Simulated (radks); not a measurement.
The numbers below are computed, except where a source is named.
Spherical quantum dot in the effective-mass picture: electrons in a well V = -V0 / (1 + exp((r - R)/a)) with V0 = 4.65, R = 4.94, a = 0.56, with a point charge +2 (a donor) at the centre, all in effective atomic units (hartree* = m*/eps^2 hartree, bohr* = eps/m* bohr), one dielectric constant everywhere. Level of theory: non-relativistic Kohn-Sham, r2SCAN, spin-polarised, spherical densities, generalised Kohn-Sham scheme (a radial shooting solver with Libxc functionals). Levels are named by radial order and angular momentum (1s, 1p, 1d, 2s, ...), and open shells are averaged over m.

N = 6, configuration 1s2 1p(up 3, down 0) 2s(up 1, down 0). This is the lowest configuration that the search found. Occupied and some empty levels:

| level | occupation | eigenvalue (hartree*) | <r> (bohr*) |
|---|---|---|---|
| 1s up | 1 | -3.7637 | 1.096 |
| 1s down | 1 | -3.6948 | 1.054 |
| 1p up | 3 | -3.1329 | 2.754 |
| 2s up | 1 | -3.1284 | 2.638 |
| 1p down | 0 | -2.9510 | 2.607 |
| 2s down | 0 | -2.9294 | 2.600 |
| 1d up | 0 | -2.8106 | 3.069 |
| 1d down | 0 | -2.5807 | 2.980 |
| 1f up | 0 | -2.4359 | 3.295 |
| 2p up | 0 | -2.2518 | 2.684 |
| 1f down | 0 | -2.1639 | 3.229 |
| 2p down | 0 | -2.0806 | 2.607 |
| 1g up | 0 | -2.0109 | 3.483 |
| 1g down | 0 | -1.6945 | 3.442 |

Energy (hartree*): total -26.9713, kinetic 4.4963, external -37.018, Hartree 7.7418, exchange-correlation -2.1916.
